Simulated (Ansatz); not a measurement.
Consider the cleavage of the B–Si bond: `B[SiH2]CS` + `CC(N)F` → `BNC(C)F` + `[SiH3]CS`.

Isolated molecules relaxed with PBE0-D4/def2-TZVP in Ansatz; ΔE leaves out vibrations. CBS: MP2 limit from def2 TZ/QZ plus the TZ coupled-cluster correction, frozen cores. Functionals use def2-TZVPP. B3LYP here is the variant with VWN-RPA as its local correlation; programs differ in this. HSE06 is defined as in plane-wave codes. One conformer a species, not always the lowest.

| level | ΔE (kcal/mol) | difference from CCSD(T)/CBS |
| --- | --- | --- |
| LDA (SPW92) | -42.1 | -2.4 |
| PBE-D4 | -38.8 | 0.9 |
| revPBE-D4 | -38.3 | 1.4 |
| BLYP-D4 | -40.4 | -0.7 |
| r2SCAN-D4 | -39.6 | 0.1 |
| B97M-V | -38.8 | 0.9 |
| B3LYP-D4 | -40.5 | -0.8 |
| r2SCANh-D4 | -39.7 | 0.0 |
| r2SCAN0-D4 | -39.8 | -0.1 |
| HSE06-D4 | -38.9 | 0.8 |
| BHLYP-D4 | -40.6 | -0.9 |
| CAM-B3LYP-D4 | -41.4 | -1.7 |
| ωB97X-V | -39.1 | 0.6 |
| ωB97M-V | -40.7 | -1.0 |
| B2PLYP | -40.9 | -1.2 |
| PBE-QIDH | -39.9 | -0.2 |
| PBE | -38.6 | 1.1 |
| revPBE | -37.3 | 2.4 |
| BLYP | -40.0 | -0.3 |
| r2SCAN | -39.6 | 0.1 |
| PBE0 | -38.8 | 0.9 |
| B3LYP | -40.3 | -0.6 |
| r2SCANh | -39.6 | 0.1 |
| BHLYP | -40.7 | -1.0 |
| CAM-B3LYP | -41.3 | -1.6 |
| LC-ωPBE | -38.9 | 0.8 |
| RPA@PBE/def2-TZVPP | -40.3 | -0.6 |
| HF/def2-SVP | -40.9 | -1.2 |
| MP2/def2-SVP | -45.0 | -5.3 |
| CCSD/def2-SVP | -43.2 | -3.5 |
| HF/def2-TZVPP | -39.3 | 0.4 |
| MP2/def2-TZVPP | -41.6 | -1.9 |
| CCSD/def2-TZVPP | -39.7 | 0.0 |
| CCSD(T)/def2-TZVPP | -40.1 | -0.4 |
| HF/def2-QZVPP | -39.5 | 0.2 |
| MP2/def2-QZVPP | -41.4 | -1.7 |
| SCS-MP2/def2-QZVPP | -40.9 | -1.2 |
| HF/CBS(def2) | -39.5 | 0.2 |
| MP2/CBS(def2) | -41.2 | -1.5 |
| CCSD/CBS(def2) | -39.2 | 0.5 |
| CCSD(T)/CBS | -39.7 | 0 |

Largest T1 diagnostic among the species: 0.012.

Leaving LDA and LC-ωPBE aside and taking each functional with its dispersion term where it has one, the values spread over 3.1 kcal/mol, from CAM-B3LYP-D4 to revPBE-D4. LDA lies −3.5 kcal/mol from PBE without D4. In def2-TZVPP, CCSD(T) changes the Hartree–Fock value by −0.8 kcal/mol (the triples alone add −0.4 kcal/mol) and MP2 by −2.3 kcal/mol. At CCSD(T), def2-SVP lies −4.2 kcal/mol from the extrapolated value and def2-TZVPP −0.4 kcal/mol.
